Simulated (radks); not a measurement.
Results of a calculation; reference values are marked as such.
Excited configurations of Dy2+: one electron is placed in a higher orbital outside [Xe] 4f9. The ground configuration is [Xe] 4f10. Code: a radial shooting solver on a logarithmic mesh with Libxc functionals. Model: scalar-relativistic Kohn-Sham, LDA (Slater exchange, Perdew-Wang correlation), spin-unpolarised, spherical densities, finite nucleus; Fermi nuclear charge, rms radius 5.2218 fm. Excitation = E - E(ground); binding = E(ion) - E, where the ion is the core of charge +3; n* = 3/sqrt(2 binding) in atomic units, and the quantum defect is n - n*.

5d: excitation (eV) 5.851; binding (eV) 20.139; n* 2.466; quantum defect 2.534; eigenvalue (eV) -15.419; <r> (bohr) 2.318
5f: excitation (eV) 18.075; binding (eV) 7.915; n* 3.933; quantum defect 1.067; eigenvalue (eV) -6.281; <r> (bohr) 5.649
6p: excitation (eV) 10.782; binding (eV) 15.208; n* 2.838; quantum defect 3.162; eigenvalue (eV) -12.720; <r> (bohr) 3.897
6d: excitation (eV) 16.388; binding (eV) 9.602; n* 3.571; quantum defect 2.429; eigenvalue (eV) -7.990; <r> (bohr) 5.621
7s: excitation (eV) 15.838; binding (eV) 10.151; n* 3.473; quantum defect 3.527; eigenvalue (eV) -8.709; <r> (bohr) 6.229
7p: excitation (eV) 17.633; binding (eV) 8.357; n* 3.828; quantum defect 3.172; eigenvalue (eV) -7.129; <r> (bohr) 7.258

The Delta-SCF ionisation energy is 25.990 eV (NIST Atomic Spectra Database: 22.89 eV, semi-empirical). Self-interaction in the functional shifts the binding energies and quantum defects, so they are the method's values and not measured ones. Spin polarisation and multiplet splitting are left out, so open shells lie too high by an amount that depends on their filling. Spin-orbit splitting is averaged out at the scalar-relativistic level.

Beside tabulated values, note that spin-unpolarised runs miss the spin-polarisation part of the exchange energy of open shells.
